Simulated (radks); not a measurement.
Results of a calculation; reference values are marked as such.
Problem. These are the eigenvalues of the occupied orbitals of an atom or ion with whole-number occupations (eV). Level of theory: scalar-relativistic Kohn-Sham, PBEsol, spin-polarised, spherical densities, finite nucleus; Fermi nuclear charge, rms radius of each element as measured or else 0.836 A^(1/3) + 0.57 fm (a radial shooting solver on a logarithmic mesh with Libxc functionals).

1s up: -18795.30
1s down: -18795.29
2s up: -2628.784
2s down: -2628.468
2p up: -2347.738
2p down: -2347.500
3s up: -437.8839
3s down: -437.6884
3p up: -346.0507
3p down: -345.8343
3d up: -195.8258
3d down: -195.5098
4s up: -58.6437
4s down: -56.7628
4p up: -34.9151
4p down: -32.7491
5s up: -4.5267
4d up: -3.7199

Which element is it, and in what charge state? The configuration may be excited. Open shells, if any, are filled with parallel spins first.

Solution. Z = 41, niobium, charge 0: Nb in [Kr] 4d4 5s1. The list shows which subshells hold electrons but not how many an open one holds; the 1s level, -690.71 hartree, gives Z - s = 37.2 by -(Z - s)^2/2, which with screening and relativity narrows Z to a few neighbours, and the depths of the outer levels then fix element, charge and occupations together.
